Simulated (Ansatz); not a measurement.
# BFH2Si2+: where a starting geometry ends

The starting geometry of this gas-phase doublet was optimised with GFN2-xTB.

```yaml
atoms:
  - { symbol: B, position_ang: [-0.1082, 0.4587, 0.7369] }
  - { symbol: F, position_ang: [-1.2547, -2.1396, -0.0598] }
  - { symbol: Si, position_ang: [1.3077, -0.5544, 1.3107] }
  - { symbol: Si, position_ang: [-1.5243, -0.5413, -0.0326] }
  - { symbol: H, position_ang: [2.4051, -1.4217, 1.7473] }
  - { symbol: H, position_ang: [-0.1660, 1.6210, 0.8223] }
```

Question: Predict what becomes of its bonds when it is optimised with B3LYP-D3(BJ)/def2-SVP.

Answer: It rearranges, giving a structure given below by its coordinates. Contacts that open: F2–Si4 (1.62 → 3.90 Å). Contacts that close: F2–Si3 (3.31 → 1.60 Å).

The energy falls by 1.08 eV over 36 steps:

| step | E − E(last) (eV) |
| --- | --- |
| 1 | 1.079 |
| 5 | 0.916 |
| 9 | 0.830 |
| 13 | 0.712 |
| 17 | 0.310 |
| 20 | 0.253 |
| 24 | 0.240 |
| 28 | 0.099 |
| 32 | 0.001 |
| 36 | 0.000 |

Final geometry (Å):

```xyz
6

B    -0.3532    0.4125    0.5351
F     0.2058   -2.5728    0.7533
Si    0.7363   -1.0969    1.0624
Si   -2.0924    0.3716   -0.3688
H     2.0481   -1.1863    1.7374
H     0.1151    1.4945    0.8054
```

Frequencies at the end are all real (lowest 51 cm⁻¹). Open shells are spin-unrestricted. Run with Ansatz 0.2.0, 91 s on 1 thread of Intel(R) Xeon(R) 6975P-C (Granite Rapids), with other jobs on the host.
